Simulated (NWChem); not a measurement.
**HAl**

```xyz
2

Al     0.0000     0.0000     0.1203
H      0.0000     0.0000    -1.5639
```
Charge 0, spin multiplicity 1.

Program: NWChem. The geometry was optimised at PBE/def2-SVP, a minimum by its harmonic frequencies.

Symmetry labels belong to the abelian group C2v used in the runs, with the axes of the coordinates shown; states degenerate in a higher group split over its labels.

The structure started from a generated list of species.

List the lowest 3 singlet excitations that CIS/def2-SVPD gives, with oscillator strengths.


```
state  symmetry  energy (eV)  wavelength (nm)      f
-----  --------  -----------  ---------------  -----
1            b2         3.15              393  0.093
2            b1         3.15              393  0.093
3            a1         5.59              222  0.151
```
